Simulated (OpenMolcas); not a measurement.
# Ru I: effect of correlating more closed shells

```yaml
Program: OpenMolcas
Basis: ANO-RCC-VTZP [7s6p4d2f1g]
Scalar_Hamiltonian: DKH2, point nucleus
Active_space: 8 electrons in 6 orbitals (4d 5s)
State_averaging: 2S+1 = 5 even, 15 roots; 2S+1 = 3 even, 75 roots kept (CI in the orbitals of an earlier block); 2S+1 = 1 even, 57 roots kept (CI in the orbitals of an earlier block)
Spin-orbit_coupling: RASSI with atomic mean-field integrals over the reference wave functions, term energies averaged over their components
```

Methods on the same reference wave functions:
A. CASSCF
B. MS-CASPT2, IPEA 0.25 Eh, imaginary shift 0.1 Eh (closed shells correlated: none)
C. MS-CASPT2, IPEA 0.25 Eh, imaginary shift 0.1 Eh (closed shells correlated: 4s 4p)

Energies in cm⁻¹ above 4d⁷ 5s ⁵F₅, the measured ground level; measured values from NIST Handbook of Basic Atomic Spectroscopic Data.

| Level | A | B | C | Measured |
| --- | --- | --- | --- | --- |
| 4d⁷ 5s ⁵F₅ | 0.0 | 0.0 | 0.0 | 0.0 |
| 4d⁷ 5s ⁵F₄ | 1223 | 1203 | 1209 | 1191 |
| 4d⁷ 5s ⁵F₃ | 2162 | 2150 | 2150 | 2092 |
| 4d⁷ 5s ⁵F₂ | 2827 | 2800 | 2810 | 2713 |
| 4d⁷ 5s ⁵F₁ | 3251 | 3210 | 3220 | 3105 |
| 4d⁷ 5s ³F₄(1) [67 %] | 9389 | 6060 | 6120 |  |
| 4d⁶ 5s² ⁵D₄ [68 %] | 10283 | 5450 | 4060 | 7483 |
| 4d⁷ 5s ³F₃(1) [65 %] | 10961 | 7510 | 7700 |  |
| 4d⁶ 5s² ⁵D₃ [66 %] | 11370 | 6660 | 5160 | 8575 |
| 4d⁶ 5s² ⁵D₂ | 11771 | 7290 | 5780 | 9058 |
| 4d⁷ 5s ³F₂(1) | 12159 | 8400 | 8590 |  |
| 4d⁶ 5s² ⁵D₁ | 12211 | 7700 | 6180 | 9073 |
| 4d⁶ 5s² ⁵D₀ | 12406 | 7890 | 6370 | 9492 |
| 4d⁷ 5s ⁵P₃ | 12942 | 9420 | 9330 | 8771 |
| 4d⁷ 5s ⁵P₂ [68 %] | 13047 | 9380 | 9150 | 8044 |
| 4d⁷ 5s ⁵P₁ | 13826 | 10210 | 10060 | 9620 |
| 4d⁷ 5s ³G₅ | 15316 | 13390 | 12780 |  |
| 4d⁷ 5s ³G₄ | 15994 | 13950 | 13340 |  |
| 4d⁷ 5s ³P₂(1) [66 %] | 16324 | 12230 | 11660 |  |
| 4d⁷ 5s ³G₃ | 16790 | 14820 | 14230 |  |
| 4d⁷ 5s ³P₁(1) [73 %] | 18051 | 13910 | 13290 |  |
| 4d⁷ 5s ³P₀(1) [56 %] | 18680 | 14170 | 13620 |  |
| 4d⁷ 5s ³H₆ | 19569 | 17690 | 16450 |  |
| 4d⁷ 5s ¹G₄ [55 %] | 19627 | 16160 | 15580 |  |

Deviations, from unrounded energies. A percentage is the sum of absolute deviations over the sum of measured energies, with the sign that they share, or ± where signs differ.

```json
{"Against measurement": "mean absolute deviation (cm-1)", "Levels": "12", "A": "2300", "B": "960", "C": "1500"}
{"Against measurement": "fine structure of the ground term (%)", "Levels": "4", "A": "+4.0", "B": "+2.9", "C": "+3.2"}
{"Against measurement": "other terms of the ground configuration (%)", "Levels": "3", "A": "+50.6", "B": "+9.7", "C": "+8.0"}
{"Against measurement": "other configurations (%)", "Levels": "5", "A": "+32.9", "B": "-19.9", "C": "-36.9"}
```

B lies closest to measurement on these levels and A furthest from it. The largest miss of B in the table is 4d⁶ 5s² ⁵D₄ [68 %], by -2000 cm-1. The ranking rests on the paired levels alone, and a cruder setting can come out closer through cancelling errors.

Between B and C the level of the table that moves most is 4d⁶ 5s² ⁵D₀, by 1500 cm-1 (lowest in C, highest in B). Moves below CASPT2's spread within the term are not significant.

The mean deviations of B to C differ by less than CASPT2's widest spread within a term (1100 cm-1), so their order carries little weight.

From A to B the spin-free energies of the other terms of 4d⁷ 5s shown, above ⁵F, scale by factors of 0.60 to 0.90.

The lowest spin-free term lies below A's lowest term by 0.201 hartree in B, 0.521 hartree in C.

What an inner shell adds also hangs on whether the basis holds functions to correlate it.

CASPT2 does not keep the components of a term degenerate, so their means are used; among the terms shown or strongly mixed into the levels shown the widest spread is 1100 cm-1 (4d⁷ 5s ⁵F, C). Terms from blocks run as CI alone lack orbitals of their own. Configurations are named by rounded mean occupations; where the s occupation lies near a half they are strongly mixed, a name can repeat and a true partner stay unpaired. A single d shell beside an s shell can misplace configurations of different d count against each other. Without dynamic correlation excited terms often stand tens of per cent too high (terms of higher spin than the ground term too low), and those without a measured partner can miss by more than the paired ones (holds for A). Blocks of more than 70 roots (2S+1 = 3 even) ran without multistate coupling (holds for B; C). Some terms miss by over 15 % even with CASPT2, which points to a basis or an active space too small for the shells correlated (holds for B). Measured partners are found by configuration, term and J. A level has none where our copy of the source lacks it or the pairing is in doubt (some pairs that miss far off the trend of their configuration count as doubtful), and it then counts in no deviation. Levels of configurations outside the active space are missing. Levels that lie high or do not pair safely by name in every column are left out.

A share in square brackets marks a mixed level and gives the weight of the term that names it, the lowest over the columns. A number in round brackets counts repeated terms of one configuration in the order of the reference energies.
